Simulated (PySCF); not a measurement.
Delta-SCF ions had no search for a lower state. Excitations are Tamm–Dancoff values on a coarser integration grid. The basis has no diffuse functions, so Rydberg states are missing or too high.

Cartesian coordinates (Å):
```xyz
18

B      3.1202     0.3135    -1.0755
C      1.6675     0.1694    -0.5824
C      1.3835    -0.1533     0.7716
C      0.0762    -0.2893     1.2418
C     -0.1911    -0.6145     2.6071
N     -0.4335    -0.8793     3.7164
C     -1.0133    -0.1005     0.3437
C     -2.4167    -0.1859     0.5903
C     -3.1538     0.0638    -0.5381
S     -2.1915     0.4098    -1.9348
C     -0.7213     0.2225    -1.0112
C      0.5876     0.3563    -1.4719
H      4.0399     0.1520    -0.3094
H      3.3377     0.5886    -2.2320
H      2.2131    -0.2999     1.4679
H     -2.8510    -0.4223     1.5635
H     -4.2411     0.0637    -0.6289
H      0.7875     0.6053    -2.5184
```
Charge 0, spin multiplicity 1.

### Question
Predict the HOMO–LUMO gap, vertical ionisation energy (Delta-SCF), S1–T1 gap (TDA), T1 excitation (TDA), total energy, HOMO, dipole moment and LUMO from r2SCAN-D4/def2-TZVP // r2SCAN-D4/def2-SVP (PySCF).

### Answer

```json
{
 "HOMO–LUMO gap": "3.09 eV",
 "vertical ionisation energy (Delta-SCF)": "8.59 eV",
 "S1–T1 gap (TDA)": "0.95 eV",
 "T1 excitation (TDA)": "2.67 eV",
 "total_energy": "-824.2396 Ha",
 "HOMO": "-6.40 eV",
 "dipole_moment": "4.17 D",
 "LUMO": "-3.31 eV"
}
```
